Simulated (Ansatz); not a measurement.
Be₆, relaxed as a singlet with RKS r2SCAN/def2-TZVP in Ansatz, starting from the GFN2-xTB geometry. Force threshold 0.02 eV/Å.

The restricted singlet is unstable towards broken spin symmetry at other levels; at r2SCAN/def2-TZVP this wasn't settled. The structure comes from a short search, and lower isomers may exist.

Start:

```xyz
6

Be   -0.858   -1.648   -2.080
Be   -0.937   -0.994   -0.061
Be    0.797    1.620    2.077
Be   -0.977    0.973   -0.356
Be    0.968    1.006    0.054
Be    1.006   -0.957    0.367
```

Problem. Estimate the energy that the relaxation releases and the steps that it takes.

Solution. 2.67 eV, in 14 steps; 14 s on 4 threads of Arm Neoverse V2 on a shared host. No frequencies were taken in this run, so the end may be a saddle point.

Problem. Does the start keep its bonding and symmetry?

Solution. Bonds formed: Be1–Be4, Be1–Be6, Be3–Be4, Be3–Be6 (atoms count from 1). Point group Cs at the start, C2v at the end, both within 0.05 Å.

Problem. Predict the relaxed structure.

Solution. 
Cartesian coordinates in Å:
```
Be -0.5266 -1.0481 -1.3468
Be -1.1034 -0.9661 0.4441
Be 0.2223 0.7279 1.3306
Be -0.7684 0.8347 -0.4472
Be 1.2680 1.2484 -0.1468
Be 0.9081 -0.7968 0.1661
```
Bond lengths (bridged metal pairs left out): 10 × Be–Be 1.88 to 2.10 Å.
